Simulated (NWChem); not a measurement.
System: C4H5FO; SMILES C=C=C(F)OC

```xyz
11

C      0.6141    -2.2516     0.0000
C      0.0452    -1.0721     0.0000
C     -0.5398     0.1071     0.0000
F     -1.8555     0.2429     0.0000
O      0.0290     1.3125     0.0000
C      1.4349     1.3449     0.0000
H      0.8638    -2.7762     0.9324
H      0.8638    -2.7762    -0.9324
H      1.7256     2.4023     0.0000
H      1.8442     0.8474     0.8956
H      1.8442     0.8474    -0.8956
```
Atoms are numbered in this order, from 1.

Computed with NWChem. Medium grid unless said otherwise, to which SCAN and Minnesota functionals are sensitive. The geometry was optimised at PBE0/def2-SVP. Total energies of different functionals are on different scales.

```csv
level,energy (Ha),highest occupied level (eV),orbital gap (eV),dipole (D)
B3LYP/def2-SVP,-330.1647,-6.25,5.69,2.56
PBE/def2-SVP,-329.7898,-5.18,3.81,2.36
"LC-wPBE (HJS exchange hole, range parameter 0.4 per bohr)/def2-SVP",-329.9258,___,___,___
MN15-L/def2-SVP,-329.8099,-5.61,4.69,2.58
KT2/def2-SVP,-335.2449,-5.25,3.87,2.42
N12/def2-SVP,-330.0998,-5.13,3.90,2.55
MPW1K/def2-SVP,-330.0529,-7.49,7.79,2.85
"LDA (Slater exchange, VWN5)/def2-SVP",-327.5687,-5.32,3.68,2.48
BHandHLYP/def2-SVP,-329.9845,-7.68,8.49,2.84
RPBE/def2-SVP,-330.1614,-5.13,3.85,2.30
BP86/def2-SVP,-330.1627,-5.29,3.82,2.39
```

Task: What belongs in the gaps?

Result: 
- LC-wPBE (HJS exchange hole, range parameter 0.4 per bohr)/def2-SVP, highest occupied level (eV): -9.15
- LC-wPBE (HJS exchange hole, range parameter 0.4 per bohr)/def2-SVP, orbital gap (eV): 11.16
- LC-wPBE (HJS exchange hole, range parameter 0.4 per bohr)/def2-SVP, dipole (D): 2.69
